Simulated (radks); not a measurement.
The numbers below are computed, except where a source is named.
Ionisation of the phosphorus ion P+, [Ne] 3s2 3p2, to P2+, [Ne] 3s2 3p1, under several functionals. Non-relativistic Kohn-Sham, spin-polarised, spherical densities, point nucleus; open shells are filled with parallel spins first; a radial shooting solver on a logarithmic mesh with Libxc functionals.

functional                               E(P+) (hartree)  Exc (hartree)  IE (eV)  -e(HOMO) (eV)  <r> HOMO (bohr)  IE error (eV)
B86b exchange with PBE correlation            -340.87027      -22.84180   19.904         15.051            2.114         +0.135
Wu-Cohen GGA                                  -340.48308      -22.44429   19.868         15.012            2.112         +0.098
BP86                                          -340.91686      -22.88921   19.929         15.064            2.111         +0.159
exchange-only PBE                             -340.22781      -22.17890   19.114         14.317            2.139         -0.655
XLYP                                          -341.01793      -22.99191   19.665         14.770            2.117         -0.104
PBE                                           -340.72799      -22.69459   19.879         15.029            2.116         +0.109
MS2 meta-GGA                                  -340.88398      -22.86707   20.009         15.251            2.108         +0.239
LDA (Slater exchange, VWN5 correlation)       -339.61845      -21.54661   19.879         15.015            2.112         +0.110
Tao-Mo meta-GGA                               -340.78351      -22.75517   19.862         15.036            2.110         +0.092
revTPSS                                       -340.77004      -22.73752   19.937         15.123            2.108         +0.167

NIST Atomic Spectra Database: 19.769 eV (semi-empirical). Closest: Tao-Mo meta-GGA. The Delta-SCF values span 0.89 eV, the total energies 1.40 hartree. The highest occupied level is 3p. Open shells are spherical and high-spin; term and fine-structure splittings are not resolved.
